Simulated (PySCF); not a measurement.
Compound: C5H3F3.
SMILES with atom numbers: `[CH:1]#[C:2]/[C:3]([F:4])=[CH:5]/[CH:6]([F:7])[F:8]` (hydrogens: H9 on C1; H10 on C5; H11 on C6)

A GFN2-xTB structure with every atom displaced at random (by about 0.01 Å) was refined with PBE0-D3(BJ)/def2-SVP geometry optimisation, gas phase (PySCF 2.14.0). Values at the start:

| coordinate | start |
| --- | --- |
| C1≡C2 | 1.225 Å |
| C1–H9 | 1.026 Å |
| C2–C3 | 1.426 Å |
| C3–F4 | 1.342 Å |
| C3=C5 | 1.321 Å |
| C5–C6 | 1.497 Å |
| C5–H10 | 1.057 Å |
| C6–F7 | 1.358 Å |
| C6–H11 | 1.112 Å |
| C1–C2–C3 | 176.8° |
| C2–C3–F4 | 112.0° |
| C2–C3–C5 | 124.5° |
| C3–C5–C6 | 122.4° |
| F4–C3–C5 | 123.5° |
| C5–C6–F7 | 109.5° |
| F7–C6–F8 | 106.7° |

**Question.** How do these coordinates change at the PBE0-D3(BJ)/def2-SVP level?

**Answer.** 
```csv
coordinate,PBE0-D3(BJ)/def2-SVP (Å or °),change
C1–H9,1.075,+0.049
C5–H10,1.091,+0.034
C3=C5,1.338,+0.017
C1≡C2,1.212,-0.013
C6–H11,1.101,-0.011
C5–C6,1.488,-0.009
C3–F4,1.335,-0.007
C6–F7,1.354,-0.004
C2–C3,1.424,-0.002
C1–C2–C3,179.9,+3.1
F4–C3–C5,120.7,-2.8
C2–C3–F4,114.1,+2.1
C3–C5–C6,123.3,+0.9
C2–C3–C5,125.2,+0.7
F7–C6–F8,107.1,+0.4
C5–C6–F7,109.8,+0.3
```

The energy falls by 2.7 kcal/mol over 9 energy and gradient evaluations, the largest force component goes from 0.0703 to 2.8e-04 Eh/bohr, and the atoms move by 0.031 Å rms after alignment. The bond that changes most is C1–H9 (terminal alkyne carbon to alkyne hydrogen), which lengthens by 0.049 Å. Bonds longer at the end by more than 0.005 Å: 3 of 10; shorter: 4. Rotational constants go from 4556, 988.8, 949.3 to 4510, 992.4, 951.2 MHz.

The run used 127 basis functions and 67 SCF cycles in all.

Not checked by PBE0-D3(BJ)/def2-SVP frequencies. The numbers are those of one conformer.

The values belong to the conformer `[CH:1]#[C:2]/[C:3]([F:4])=[CH:5]/[CH:6]([F:7])[F:8]`: C3–C5–C6–F7 -123°.
